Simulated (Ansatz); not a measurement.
Compare A (`N[CH]1[SiH2][GeH2]1`) with its isomer B (`C=N[SiH2][GeH3]`).

Calculated with Ansatz (gas phase, PBE0-D4/def2-TZVP geometries, no zero-point term in ΔE). CCSD(T)/CBS adds triple-zeta CCSD(T) − MP2 to the extrapolated MP2 energy (def2 sets, frozen cores). DFT in def2-TZVPP. B3LYP here is the variant with VWN-RPA as its local correlation; programs differ in this. For Ge outer-core shells are correlated without core-valence functions, which leaves a few kJ/mol of doubt a bond. Scalar relativity is left out up to krypton. Each species was taken in one conformer, which may not be the lowest.

Task: Which isomer does CCSD(T)/CBS put lower? Give the gap. (An estimate is asked.)

Result: Computed: B, by 24.0 kcal/mol.

Task: Give E(B) − E(A) in kcal/mol with ωB97M-V, CCSD(T)/def2-TZVPP, r2SCAN-D4, B3LYP, PBE0-D4, MP2/def2-TZVPP, B2PLYP. (Estimate.)

Result: The calculation gave: ωB97M-V -24.7, CCSD(T)/def2-TZVPP -26.0, r2SCAN-D4 -23.6, B3LYP -28.8, PBE0-D4 -21.2, MP2/def2-TZVPP -23.6, B2PLYP -27.6. None reverses the order clearly.

Largest T1 diagnostic: 0.013.

In def2-TZVPP, CCSD(T) changes the Hartree–Fock value by +10.9 kcal/mol (the triples alone add +1.0 kcal/mol) and MP2 by +13.3 kcal/mol.
